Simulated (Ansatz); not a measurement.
One change: `[SiH3]N([SiH3])BCl` becomes `[AlH2][N]([SiH3])[SiH3]`.

Ansatz, PBE0-D4/def2-TZVP geometries, multiplicity 1. Each molecule was computed in one conformer, which needn't be the lowest.

| property | `[SiH3]N([SiH3])BCl` |
| --- | --- |
| HOMO energy (ωB97M-V/def2-TZVPP) / eV | -10.66 |
| LUMO energy (PBE/def2-TZVPP) / eV | -1.53 |
| size of the dipole moment (B3LYP/def2-TZVPP) / D | 1.44 |
| size of the dipole moment (PBE/def2-TZVPP) / D | 1.38 |
| LUMO energy (ωB97M-V/def2-TZVPP) / eV | 1.33 |
| HOMO energy (B3LYP/def2-TZVPP) / eV | -8.20 |

Problem. Give the same properties after the change, and the shifts. (Best estimate.)

Solution. Computed: 
```csv
property,`[AlH2][N]([SiH3])[SiH3]`,shift
HOMO energy (ωB97M-V/def2-TZVPP) / eV,-10.19,0.47
LUMO energy (PBE/def2-TZVPP) / eV,-1.98,-0.45
size of the dipole moment (B3LYP/def2-TZVPP) / D,0.29,-1.15
size of the dipole moment (PBE/def2-TZVPP) / D,0.25,-1.13
LUMO energy (ωB97M-V/def2-TZVPP) / eV,0.36,-0.97
HOMO energy (B3LYP/def2-TZVPP) / eV,-7.71,0.49
```

With PBE0 the HOMO rises by 0.50 eV and the LUMO falls by 0.63 eV, so the gap narrows by about 1.13 eV. PBE moves the HOMO by 0.47 eV and ωB97M-V by 0.47 eV. Dipoles are sizes alone; their direction can turn.

Positive LUMOs are unbound, so they and the gaps depend on the basis.

B3LYP here is the variant with VWN-RPA as its local correlation; programs differ in this.
